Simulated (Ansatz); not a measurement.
A nudged elastic band was laid between two geometries of C2H5BN (9 atoms, charge -1, multiplicity 1).

The calculation used Ansatz 0.2.0, RKS PBE0/def2-SVP.

| Quantity | Value |
| --- | --- |
| movable images | 7 |
| climbing image | yes |
| spring | 5.0 eV/Å² |
| optimiser | quadratic models (default) |
| start path | IDPP |
| force threshold | 0.05 eV/Å |
| iteration limit | 60 |
| end points | relaxed |

Image 0:

```xyz
9
Properties=species:S:1:pos:R:3
B 0.051 1.117 -0.410
C 0.095 -0.296 0.172
C 0.619 -0.668 -1.001
N -0.194 -1.065 1.313
H 0.951 1.946 -0.219
H -0.976 1.582 -0.929
H 0.786 0.225 -1.701
H -0.249 -2.053 1.055
H -1.084 -0.787 1.720
```

Image 8:

```xyz
9
Properties=species:S:1:pos:R:3
B 0.066 1.117 -0.406
C -0.136 -0.318 0.081
C 0.327 -0.695 -1.116
N -0.575 -1.099 1.164
H 1.088 1.766 -0.132
H -0.844 1.783 -0.916
H 0.537 0.206 -1.796
H -0.251 -0.710 2.047
H -0.211 -2.050 1.073
```

Task: Which bonds break or form, and what moves?

Result: No bond is made or broken. The dihedral C3–C2–N4–H8 goes from -19 to 139°. The two ends are copies of one structure, up to a mirror image or an exchange of like atoms.

Task: What energy profile does the band end with?

Result: The forces met the threshold. The highest image is number 4 of 0 to 8, 0.33 eV above the ends, which have the same energy within 2 meV. A vibrational analysis at the climbing image gives one clearly imaginary mode, 379i cm⁻¹: a first-order saddle point. Limits of this set-up: an anion without diffuse functions, the dipole of an ion depends on the origin.

| image | path coordinate (Å) | energy (eV) | dihedral C3–C2–N4–H8 (°) |
| --- | --- | --- | --- |
| 0 | 0.00 | 0.00 | -19 |
| 1 | 0.40 | 0.04 | -7 |
| 2 | 0.80 | 0.15 | 10 |
| 3 | 1.20 | 0.27 | 30 |
| 4 | 1.61 | 0.33 | 54 |
| 5 | 2.01 | 0.27 | 79 |
| 6 | 2.41 | 0.15 | 103 |
| 7 | 2.81 | 0.04 | 123 |
| 8 | 3.21 | 0.00 | 139 |

Task: What is the geometry of the highest image?

Result: 
```xyz
9
Properties=species:S:1:pos:R:3:forces:R:3
B 0.224 1.189 -0.350 -0.01 0.01 0.03
C -0.066 -0.214 0.195 0.01 0.00 -0.02
C 0.123 -0.665 -1.048 0.00 0.01 0.00
N -0.403 -0.962 1.390 0.00 0.00 0.01
H 1.355 1.695 -0.320 0.00 0.00 0.00
H -0.673 1.958 -0.722 0.00 0.00 0.00
H 0.381 0.199 -1.766 -0.01 -0.02 0.00
H 0.304 -1.700 1.466 0.00 0.00 0.00
H -1.244 -1.499 1.155 -0.01 0.00 0.00
```

Task: What are the harmonic wavenumbers there?

Result: 379i, 290, 361, 442, 631, 749, 799, 826, 872, 906, 979, 1191, 1193, 1322, 1592, 1651, 2356, 2379, 2707, 3436, 3504 cm⁻¹.

The band took 5 iterations and roughly 100 core-seconds.

Run time: 99 s on 1 thread of Arm Neoverse V2, on a shared host, peak memory 0.26 GiB.
